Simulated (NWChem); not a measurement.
# C$_{4}$H$_{4}$O$_{2}$; SMILES C1=COC=CO1

All runs: NWChem. Pople sets run with spherical d functions. Geometry: optimised at PBE-D3(BJ)/def2-SVP. Level B3LYP/6-31G*: energy and gradient on several grids; changes count from the extra-fine grid, which is no exact limit either.

```json
[
 {"grid": "xcoarse", "size of the energy change (μHa)": "2000", "largest change of a gradient component (μHa/bohr)": "4000"},
 {"grid": "coarse", "size of the energy change (μHa)": "30", "largest change of a gradient component (μHa/bohr)": "100"},
 {"grid": "medium", "size of the energy change (μHa)": "< 10", "largest change of a gradient component (μHa/bohr)": "< 30"},
 {"grid": "fine", "size of the energy change (μHa)": "< 10", "largest change of a gradient component (μHa/bohr)": "< 30"},
 {"grid": "xfine", "size of the energy change (μHa)": "< 10", "largest change of a gradient component (μHa/bohr)": "< 30"}
]
```
